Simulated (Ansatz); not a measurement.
Isolated molecules relaxed with PBE0-D4/def2-TZVP in Ansatz; ΔE leaves out vibrations. CCSD(T)/CBS is the MP2 limit (def2-TZVPP, def2-QZVPP) plus CCSD(T) − MP2 in def2-TZVPP, frozen cores. Functionals use def2-TZVPP. B3LYP here is the variant with VWN-RPA as its local correlation; programs differ in this. Each species was taken in one conformer, which may not be the lowest.

`C[CH](C)[AlH][OH]` + `CO[SiH2]F` → `[OH][AlH][CH2]O[SiH2]F` + `CCC`  (formal exchange of groups at the Al–C bond)

Task: Is it downhill or uphill in electronic energy at CCSD(T)/CBS, and by how much? (An estimate is asked.)

Result: Ansatz gave: Nearly level: ΔE = 0.00 eV.

Task: What do these levels give: PBE-D4, r2SCAN-D4, PBE0-D4, ωB97X-V, ωB97M-V, B2PLYP, PBE, r2SCAN, PBE0, B3LYP, SCS-MP2/def2-TZVPP, HF/CBS(def2)? (Best estimate.)

Result: Ansatz gave: PBE-D4 -0.03, r2SCAN-D4 -0.03, PBE0-D4 -0.01, ωB97X-V -0.02, ωB97M-V -0.02, B2PLYP -0.01, PBE -0.03, r2SCAN -0.03, PBE0 -0.01, B3LYP -0.03, SCS-MP2/def2-TZVPP 0.02, HF/CBS(def2) -0.01 eV.

Largest T1 diagnostic among the species: 0.013.
